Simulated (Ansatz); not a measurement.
Telling isomers of CH4NSn− apart by their spectra

These gas-phase data were calculated for one isomer of CH4NSn− at PBE0-D3(BJ)/def2-SVPD (harmonic, unscaled wavenumbers; equilibrium rotational constants with average atomic masses):

- rotational constants: 21.79, 4.361, 3.965 GHz
- all wavenumbers above 1500 cm⁻¹: 3548, 3115, 3034, 1509

Candidates:

(1) `[H]/[N]=[Sn-]\[CH3]`, a singlet
(2) `[CH2]1[NH][SnH-]1`, a singlet
(3) `C=[N][SnH2-]`, a singlet

Task: Which structure fits?

Result: Candidate (2). The band at 3548 cm⁻¹ lies where the N–H stretch is expected; (3) has no mode between 3250 and 3800 cm⁻¹. 2 modes lie between 2750 and 3290 cm⁻¹, one for each C–H bond, while (1) has 3.

The same quantities for all candidates:

|  | rotational constants (GHz) | wavenumbers above 1500 cm⁻¹ | E above the lowest, PBE0-D3(BJ)/def2-SVPD (kcal/mol) |
| --- | --- | --- | --- |
| (1) | 10.44, 5.582, 3.723 | 3435, 3109, 3093, 2994 | 0.0 |
| (2) | 21.79, 4.361, 3.965 | 3548, 3115, 3034, 1509 | 1.5 |
| (3) | 36.14, 3.07, 2.934 | 2868, 2841, 1746, 1593, 1537 | 0.9 |

Harmonic stretches to hydrogen usually lie a few per cent above observed fundamentals. Each candidate is one conformer. Atoms past krypton carry core potentials. Programs: Ansatz 0.2.0.
